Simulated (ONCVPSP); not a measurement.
## What one change does to a pseudopotential (Ir (Z = 77), ONCV)

| Item | Value |
| --- | --- |
| Element | Ir |
| Generator | ONCVPSP 4.0.1 |
| Type | optimised norm-conserving Vanderbilt (ONCV) |
| Functional | PBE |
| Relativity | scalar-relativistic |
| Frozen core | [Kr] 4d10 4f14 |
| Valence charge | 17 |
| Reference configuration | 5s2 5p6 5d7 6s2 |
| Partial waves | 5s+6s: rc 1.80 bohr, ncon 3, nbas 6, qcut 7.5 1/bohr, 2 projectors; 5p: rc 1.35 bohr, ncon 4, nbas 9, qcut 10.5 1/bohr, 2 projectors, debl 3.7 Ha; 5d: rc 2.00 bohr, ncon 4, nbas 9, qcut 7.8 1/bohr, 2 projectors, debl 2.9 Ha |
| Local potential | polynomial inside 0.85 bohr (lpopt 5, dvloc0 4 Ha) |
| Core correction | polynomial model core, fcfact 0.6 |

Change: d: qcut 5.

Cutoffs: the cutoffs (Ha) at which the residual kinetic energy of the hardest occupied pseudo-wave falls to 1 and 0.1 mHa per electron; they do not see the model core or the augmentation charge, which bear on the density cutoff. Errors are all-electron minus pseudo energies relative to the spin-unpolarised reference configuration.

Predict the effect on cutoff, ghosts and configuration errors.

The potential gets harder (38 Ha and 45 Ha → 38 Ha and 73 Ha); both files keep a bound ghost (s); of the 4 tests that both files solve, the error grows in 0 and shrinks in 2 by more than 15 % and 0.3 meV (median size 12.7 → 11.0 meV).

```tsv
quantity	base	changed
cutoff, loose	38 Ha	38 Ha
cutoff, tight	45 Ha	73 Ha
loose cutoff by channel	s 18 Ha, p 38 Ha, d 18 Ha	s 18 Ha, p 38 Ha, d 23 Ha
bound ghosts	s	s
GHOST(+) flags under 300 eV	p at 292.9 eV	d at 230.5 eV, p at 292.9 eV
error for 5s2 5p6 5d7 6s1, meV [ΔE 9.88 eV]	-5.4	-4.5
error for 5s2 5p6 5d7 6s0, meV [ΔE 27.35 eV]	-20	-17
error for 5s2 5p6 5d6 6s0, meV [ΔE 57.89 eV]	-27	-31
error for 5s2 5p6 5d7.5 6s1.5, meV [ΔE -0.29 eV]	-3.3	-0.7
s: phases at 1.83 bohr within 0.05 rad from the reference energy up to (Ha; the scan ends near 5)	to the end of the scan	to the end of the scan
p: phases at 1.37 bohr within 0.05 rad from the reference energy up to (Ha; the scan ends near 5)	to the end of the scan	to the end of the scan
d: phases at 2.03 bohr within 0.05 rad from the reference energy up to (Ha; the scan ends near 5)	to the end of the scan	to the end of the scan
rms error of d²Exc/dni dnj with the model core, mHa	1.97	1.95
```

 A true bound ghost makes a file unfit for plane-wave use even where its test errors are small: the radial tests pick states by their node count and pass the ghost by.
